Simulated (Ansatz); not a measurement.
`N[Si](F)(Cl)Cl` + H₂O → `O[Si](F)(Cl)Cl` + NH₃ at 700 K and 1 bar (formal hydrolysis of the Si–N bond).

Program: Ansatz. Geometries: PBE0-D4/def2-TZVP. ΔE: electronic, gas phase. CCSD(T)/CBS is the MP2 limit (def2-TZVPP, def2-QZVPP) plus CCSD(T) − MP2 in def2-TZVPP, frozen cores. This one scheme is used for every species. Each species was taken in one conformer, which may not be the lowest.

| species | CCSD(T)/CBS energy (Eh) | H − E (kJ/mol) | S (J/(mol·K)) |
| --- | --- | --- | --- |
| `N[Si](F)(Cl)Cl` | -1364.55198 | 154.2 | 448.3 |
| H₂O | -76.37941 | 80.5 | 218.4 |
| `O[Si](F)(Cl)Cl` | -1384.43664 | 117.7 | 430.8 |
| NH₃ | -56.50880 | 116.9 | 226.5 |

H − E and S are ideal-gas, rigid-rotor, harmonic terms from PBE0-D4/def2-TZVP, for one conformer and one mirror image of each species. 1 Eh = 2625.50 kJ/mol, R = 8.31446 J/(mol·K).

Problem. By hand: ΔE, ΔH, ΔS and ΔG.

Solution. ΔE = (-1384.43664) + (-56.50880) − (-1364.55198) − (-76.37941) = -0.01405 Eh = -36.9 kJ/mol. Δ(H − E) = 117.7 + 116.9 − 154.2 − 80.5 = -0.1, so ΔH = -37.0 kJ/mol. ΔS = 430.8 + 226.5 − 448.3 − 218.4 = -9.4 J/(mol·K). ΔG = -37.0 − 700 × (-9.4)/1000 = -30.4 kJ/mol.

Problem. By hand: the equilibrium constant, and the temperature at which ΔG would vanish if ΔH and ΔS stayed fixed.

Solution. log₁₀ K = −ΔG/(RT ln 10) = 2.3. ΔG = 0 at ΔH/ΔS = 3936 K, far beyond where these terms or the molecules hold.

The number of gas molecules stays the same, so ΔS is small and ΔH decides. A doubt of 5 kJ/mol in ΔE shifts log₁₀ K by 0.4 here. Other conformers and mirror images would add mixing entropy, several J/(mol·K) or more a flexible species. These are equilibria of isolated gas molecules and say nothing of rates. Largest T1 diagnostic: 0.010 (customary marks: 0.02 for closed shells, 0.045 for open ones).
